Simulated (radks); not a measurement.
Task: Species: the calcium ion Ca2+. Configuration: [Ar]. All-electron calculation, scalar-relativistic Kohn-Sham, PBEsol, spin-polarised, spherical densities, point nucleus. Program: a radial shooting solver on a logarithmic mesh with Libxc functionals. Some entries of the table are withheld. Estimate them.

orbital  occ.  eigenvalue (hartree)  <r> (bohr)
1s          2             -145.5115     0.07691
2s          2             -15.77239      0.3647
2p          6                   (1)      0.3280
3s          2                   (2)       1.152
3p          6              -1.57973       1.258

Result: 
(1) 2p eigenvalue (hartree): -12.85873
(2) 3s eigenvalue (hartree): -2.28185
